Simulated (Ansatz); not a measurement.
Calculated with Ansatz (gas phase, PBE0-D4/def2-TZVP geometries, no zero-point term in ΔE). CBS: MP2 limit from def2 TZ/QZ plus the TZ coupled-cluster correction, frozen cores. DFT in def2-TZVPP. For Ge outer-core shells are correlated without core-valence functions, which leaves a few kJ/mol of doubt a bond. Scalar relativity is left out up to krypton. One conformer a species, not always the lowest.

Reaction (cleavage of the Si–Ge bond): `C[SiH2][GeH3]` + `[SiH3]S` → `C[SiH2]S[SiH3]` + GeH₄

`C[SiH2][GeH3]`:

Cartesian coordinates in Å:
```
C -1.296 1.176 0.079
Si 0.200 0.411 -0.753
Ge 1.052 -1.416 0.512
H -1.677 2.013 -0.510
H -1.039 1.548 1.073
H -2.097 0.442 0.187
H 1.280 1.425 -0.910
H -0.159 -0.079 -2.114
H -0.017 -2.512 0.680
H 1.473 -0.957 1.921
H 2.279 -2.051 -0.165
```

`[SiH3]S`:

Cartesian coordinates in Å:
```
Si -0.328 -0.329 -0.251
S 0.652 0.573 1.421
H -1.123 0.662 -1.019
H -1.225 -1.349 0.340
H 0.643 -0.978 -1.169
H 1.381 1.422 0.677
```

`C[SiH2]S[SiH3]`:

Z-matrix (Å, degrees):
```
C
Si 1 1.862
H 1 1.092 2 110.7
H 1 1.092 2 110.7 3 -120.3
H 1 1.093 2 110.1 3 119.8
S 2 2.144 1 107.6 3 60.2
H 2 1.488 1 111.3 3 -59.7
H 2 1.488 1 111.3 3 180.0
Si 6 2.133 2 98.4 1 -179.8
H 9 1.486 6 111.0 2 60.5
H 9 1.486 6 111.0 2 -60.5
H 9 1.483 6 106.4 2 -180.0
```

GeH₄:

Z-matrix (Å, degrees):
```
Ge
H 1 1.534
H 1 1.534 2 109.5
H 1 1.534 2 109.5 3 -120.0
H 1 1.534 2 109.5 3 120.0
```

```tsv
level	ΔE (kJ/mol)
RPA@PBE/def2-TZVPP	-48.0
CCSD/def2-SVP	-49.3
MP2/def2-QZVPP	-60.2
CCSD/CBS(def2)	-51.3
```

Q: What does CCSD(T)/CBS give? (Estimate.)

A: Ansatz gave: -52.4 kJ/mol. The listed levels differ from it by 4.4, 3.1, -7.8, 1.1 kJ/mol.

Largest T1 diagnostic among the species: 0.012.

From PBE to PBE0 (25 % exact exchange), in def2-TZVPP and without D4, ΔE moves by −3.7 kJ/mol. The D4 term adds −5.9 kJ/mol with B3LYP and −3.1 kJ/mol with PBE0; it sums over pairs of atoms, weighted by their polarisabilities, and B3LYP, whose exchange is more repulsive, gets the larger term.

B3LYP here is the variant with VWN-RPA as its local correlation; programs differ in this.
